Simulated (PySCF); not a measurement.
## Working out the excitation energy of Ca

Ca [Ar] 4s2 (1S) → Ca [Ar] 4p2 (3P). Computed with PySCF 2.14 in x2c-TZVPPall, with the spin-free X2C one-electron Hamiltonian (Gaussian nucleus). Frozen: [Ne]. Energies in hartree (1 hartree = 27.21139 eV):

| part | Ca (lower) | Ca (upper) |
| --- | --- | --- |
| UHF | -679.620198 | -679.466368 |
| MP2 opposite-spin | -0.146333 | -0.121749 |
| MP2 same-spin | -0.055625 | -0.053716 |

**Question.** What does Hartree-Fock give?

**Answer.** (-679.466368) − (-679.620198) = 0.153830 hartree = 4.186 eV.

**Question.** What do MP2 and SCS-MP2 (6/5 opposite-spin, 1/3 same-spin) give?

**Answer.** The opposite-spin parts differ by 0.669 eV and the same-spin parts by 0.052 eV. MP2: 4.186 + (0.669) + (0.052) = 4.907 eV. SCS-MP2: 4.186 + 1.2 × (0.669) + (0.052)/3 = 5.006 eV.

Measured between the centres of the two terms (NIST): 4.774 eV, so MP2 (valence and next inner shell) is off by 0.133 eV.

What remains against the reference includes basis incompleteness, the frozen core and correlation beyond second order.
